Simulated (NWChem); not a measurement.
Molecule: Si2H3I, singlet; SMILES [SiH3][Si]I

Results from NWChem. Low-valent species are run as closed-shell singlets; no triplet was tried in these runs. def2 effective core potentials on I; no spin-orbit coupling. Each level has its own optimisation; frequencies are unscaled.

| level | r I–Si (Å) | r Si–Si (Å) | r H–Si (Å) | highest harmonic frequency (cm⁻¹) | lowest (cm⁻¹) | zero-point energy (kcal/mol) |
|---|---|---|---|---|---|---|
| Hartree-Fock/STO-3G (all-electron, non-relativistic) | 2.489 | ? | ? | ? | ? | ? |
| LDA (Slater exchange, VWN5)/def2-SVP (core potentials) | 2.476 | 2.404 | 1.511 | 2145 | 35 | 15.2 |
| PBE0/def2-SVP (core potentials) | 2.483 | 2.421 | 1.499 | 2218 | 64 | 15.9 |

Complete the blanks.


- Hartree-Fock/STO-3G (all-electron, non-relativistic), r Si–Si (Å): 2.305
- Hartree-Fock/STO-3G (all-electron, non-relativistic), r H–Si (Å): 1.425
- Hartree-Fock/STO-3G (all-electron, non-relativistic), highest harmonic frequency (cm⁻¹): 2899
- Hartree-Fock/STO-3G (all-electron, non-relativistic), lowest (cm⁻¹): 94
- Hartree-Fock/STO-3G (all-electron, non-relativistic), zero-point energy (kcal/mol): 21.1
